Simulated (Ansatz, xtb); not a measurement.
**Isomers of C7H5O+ in order of energy**

4 gas-phase structures of C7H5O+, from a drawn sample of its isomers (lower ones may exist). Each was relaxed with GFN2-xTB:

A. `C#Cc1ccc[o+]c1`, a singlet
B. `c1coc(-c2c[cH+]2)c1`, a singlet
C. `C#Cc1cc[o+]cc1`, a singlet
D. `C#Cc1cccc[o+]1`, a singlet

Question: Which do you expect lowest at r2SCAN-D4/def2-SVP, and how would the others follow?

Answer: Calculated order at r2SCAN-D4/def2-SVP: C (0.0), D (5.3), B (16.8), A (20.2) kJ/mol. Less than 1 kcal/mol parts B and A, so the order within that pair means little.

Energies above the lowest of each column, in kJ/mol; the last columns are at PBE-D3(BJ)/def2-SVP geometries:

| structure | GFN2-xTB | HF/STO-3G | r2SCAN-D4/def2-SVP | PBE-D3(BJ)/def2-SVP | CCSD(T)/def2-SVP + ΔMP2/def2-TZVPP |
| --- | --- | --- | --- | --- | --- |
| C | 0.0 | 0.0 | 0.0 | 0.0 | 0.0 |
| D | 4.3 | 0.5 | 5.3 | 4.2 | 4.5 |
| B | 66.2 | 37.1 | 16.8 | 16.6 | 45.8 |
| A | 12.3 | 17.8 | 20.2 | 18.3 | 13.7 |

Every level run on C puts it lowest or level with the lowest. CCSD(T)/def2-SVP + ΔMP2/def2-TZVPP orders those it was run on as C (0.0), D (4.5), A (13.7), B (45.8) kJ/mol. Flexible structures stand in one conformer each, not always the lowest. ΔMP2 is the change of the MP2 energy from the smaller to the larger basis.

Over these structures GFN2-xTB departs from r2SCAN-D4/def2-SVP by 19.6 kJ/mol on average once a common shift is removed. A GFN2-xTB relaxation took about 0.073 s and the r2SCAN-D4/def2-SVP energy about 1.9 s on a shared host (Ansatz 0.2.0, xtb 6.7.1).
